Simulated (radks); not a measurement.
Isoelectronic series with 47 electrons, each ion in its NIST ground configuration. Method: scalar-relativistic Kohn-Sham, r2SCAN, spin-polarised, spherical densities, finite nucleus; open shells are filled with parallel spins first (spin-orbit coupling, left out, can overturn this in heavy ions); meta-GGA in the generalised Kohn-Sham scheme; Fermi nuclear charge, rms radius of each element as measured or else 0.836 A^(1/3) + 0.57 fm; computed with a radial shooting solver on a logarithmic mesh with Libxc functionals. Total energies (hartree) and orbital eigenvalues (Ry):

| ion | configuration | E (hartree) | 4d down | 4d up | 4p up |
|---|---|---|---|---|---|
| Ag | [Kr] 4d10 5s1 | -5316.67557 | -0.55126 | -0.56713 | -4.42836 |
| Sn3+ | [Kr] 4d10 5s1 | -6176.00490 | -4.08294 | -4.10855 | -8.94746 |
| I6+ | [Kr] 4d10 5s1 | -7108.86546 | -9.16060 | -9.19266 | -15.06863 |
| Ba9+ | [Kr] 4d10 5s1 | -8116.1333 | -15.55776 | -15.59566 | -22.54866 |
| Pr12+ | [Kr] 4d10 5s1 | -9199.0091 | -23.19878 | -23.24234 | -31.31476 |
| Sm15+ | [Kr] 4d10 4f1 | -10359.1076 | -31.34380 | -31.46222 | -40.67154 |
| Tb18+ | [Kr] 4d10 4f1 | -11598.5828 | -41.26911 | -41.40033 | -51.83811 |
| Er21+ | [Kr] 4d10 4f1 | -12918.5784 | -52.38210 | -52.52508 | -64.25763 |
| Lu24+ | [Kr] 4d10 4f1 | -14321.1661 | -64.67412 | -64.82826 | -77.93071 |
| W27+ | [Kr] 4d10 4f1 | -15808.6292 | -78.14100 | -78.30591 | -92.86303 |
